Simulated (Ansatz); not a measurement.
One change: `C[Se]C[SiH3]` becomes `CC[Se]C`.

Ansatz, PBE0-D4/def2-TZVP geometries, multiplicity 1. Each molecule was computed in one conformer, which needn't be the lowest.

Scalar relativity is left out up to krypton. Spin–orbit coupling is left out; it splits and shifts lone-pair levels of the heavy atoms by tenths of an eV.

```tsv
property	`C[Se]C[SiH3]`
HOMO–LUMO gap (B3LYP/def2-TZVPP) / eV	5.81
HOMO–LUMO gap (PBE0/def2-TZVPP) / eV	6.27
HOMO energy (B3LYP/def2-TZVPP) / eV	-5.94
size of the dipole moment (B3LYP/def2-TZVPP) / D	1.81
LUMO energy (ωB97M-V/def2-TZVPP) / eV	1.84
ideal-gas entropy at 298 K and 1 bar (rigid rotor, harmonic PBE0-D4/def2-TZVP) / J/(mol·K)	369
```

Give the same properties after the change, and the shifts. (An estimate is asked.)

Ansatz gave: 
```csv
property,`CC[Se]C`,shift
HOMO–LUMO gap (B3LYP/def2-TZVPP) / eV,5.85,0.04
HOMO–LUMO gap (PBE0/def2-TZVPP) / eV,6.34,0.07
HOMO energy (B3LYP/def2-TZVPP) / eV,-5.74,0.20
size of the dipole moment (B3LYP/def2-TZVPP) / D,1.54,-0.27
LUMO energy (ωB97M-V/def2-TZVPP) / eV,2.13,0.29
"ideal-gas entropy at 298 K and 1 bar (rigid rotor, harmonic PBE0-D4/def2-TZVP) / J/(mol·K)",339,-30
```

With PBE0 the HOMO rises by 0.20 eV and the LUMO rises by 0.28 eV, so the gap widens by about 0.08 eV. PBE moves the HOMO by 0.20 eV and ωB97M-V by 0.21 eV. Dipoles are sizes alone; their direction can turn. Modes under 60 cm⁻¹, often nearly free rotors, make the harmonic entropy too high.

Positive LUMOs are unbound, so they and the gaps depend on the basis.

B3LYP here is the variant with VWN-RPA as its local correlation; programs differ in this.
